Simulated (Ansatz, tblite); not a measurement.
Removing and adding an electron: AsH2(SiMe3) (C3H11AsSi). Total charge 0; singlet. Geometry: PBE-D4/def2-SVP. Ansatz, gas phase; energy differences of separate SCF runs; the oxidised species was run as a doublet alone; the reduced species was run as a doublet alone.

```xyz
16

As    0.910   -0.216   -2.301
H     1.742    1.064   -2.079
H     2.057   -1.097   -1.765
Si   -0.064   -0.028   -0.113
C    -1.321    1.388   -0.176
C    -0.946   -1.662    0.262
C     1.241    0.322    1.214
H    -1.837    1.495    0.802
H    -2.095    1.206   -0.951
H    -0.829    2.355   -0.407
H    -1.720   -1.886   -0.500
H    -0.232   -2.511    0.281
H    -1.445   -1.617    1.253
H     1.990   -0.494    1.263
H     1.782    1.267    1.004
H     0.767    0.413    2.214
```

The xTB rows come from tblite. Correlated methods freeze 17 core orbitals; core or outer-core shells of As are correlated, in sets that lack core-valence functions. The rows differ in basis, and correlated rows in double-zeta sets carry the largest basis error.

```json
{"level": "GFN1-xTB", "−HOMO (eV)": "10.29", "vertical IE (eV)": "13.24", "−LUMO (eV)": "5.37", "vertical EA (eV)": "2.48", "HOMO–LUMO gap (eV)": "4.92", "IE − EA (eV)": "10.75", "remarks": "–"}
{"level": "GFN2-xTB", "−HOMO (eV)": "9.59", "vertical IE (eV)": "12.26", "−LUMO (eV)": "4.80", "vertical EA (eV)": "2.21", "HOMO–LUMO gap (eV)": "4.79", "IE − EA (eV)": "10.06", "remarks": "–"}
{"level": "HF/def2-SVP", "−HOMO (eV)": "–", "vertical IE (eV)": "8.18", "−LUMO (eV)": "–", "vertical EA (eV)": "–", "HOMO–LUMO gap (eV)": "–", "IE − EA (eV)": "–", "remarks": "–"}
{"level": "PBE-D4/def2-TZVP", "−HOMO (eV)": "5.91", "vertical IE (eV)": "8.77", "−LUMO (eV)": "0.37", "vertical EA (eV)": "–", "HOMO–LUMO gap (eV)": "5.54", "IE − EA (eV)": "–", "remarks": "–"}
{"level": "PBE-D4/def2-TZVPD", "−HOMO (eV)": "5.95", "vertical IE (eV)": "–", "−LUMO (eV)": "0.75", "vertical EA (eV)": "-0.71", "HOMO–LUMO gap (eV)": "5.20", "IE − EA (eV)": "–", "remarks": "HOMO above zero (-1 doublet)"}
{"level": "PBE0-D4/def2-TZVP", "−HOMO (eV)": "6.96", "vertical IE (eV)": "8.90", "−LUMO (eV)": "-0.40", "vertical EA (eV)": "–", "HOMO–LUMO gap (eV)": "7.36", "IE − EA (eV)": "–", "remarks": "–"}
{"level": "PBE0-D4/def2-TZVPD", "−HOMO (eV)": "6.98", "vertical IE (eV)": "–", "−LUMO (eV)": "0.09", "vertical EA (eV)": "-0.91", "HOMO–LUMO gap (eV)": "6.90", "IE − EA (eV)": "–", "remarks": "HOMO above zero (-1 doublet)"}
{"level": "BHLYP-D4/def2-TZVP", "−HOMO (eV)": "7.89", "vertical IE (eV)": "8.93", "−LUMO (eV)": "-1.06", "vertical EA (eV)": "–", "HOMO–LUMO gap (eV)": "8.95", "IE − EA (eV)": "–", "remarks": "–"}
{"level": "BHLYP-D4/def2-TZVPD", "−HOMO (eV)": "7.90", "vertical IE (eV)": "–", "−LUMO (eV)": "-0.41", "vertical EA (eV)": "-1.09", "HOMO–LUMO gap (eV)": "8.31", "IE − EA (eV)": "–", "remarks": "HOMO above zero (-1 doublet)"}
{"level": "MP2/def2-SVP", "−HOMO (eV)": "–", "vertical IE (eV)": "8.86", "−LUMO (eV)": "–", "vertical EA (eV)": "–", "HOMO–LUMO gap (eV)": "–", "IE − EA (eV)": "–", "remarks": "–"}
{"level": "CCSD/def2-SVP", "−HOMO (eV)": "–", "vertical IE (eV)": "8.82", "−LUMO (eV)": "–", "vertical EA (eV)": "–", "HOMO–LUMO gap (eV)": "–", "IE − EA (eV)": "–", "remarks": "–"}
{"level": "CCSD(T)/def2-SVP", "−HOMO (eV)": "–", "vertical IE (eV)": "8.83", "−LUMO (eV)": "–", "vertical EA (eV)": "–", "HOMO–LUMO gap (eV)": "–", "IE − EA (eV)": "–", "remarks": "–"}
```

   A HOMO above zero means that the electron is unbound at that level or that self-interaction error raises the level; the energy of removing that electron tells which. Raw xTB energy differences between charge states are shifted by several eV; the methods need an empirical correction for them. A negative affinity means that the extra electron isn't bound; its size then hangs on the basis.
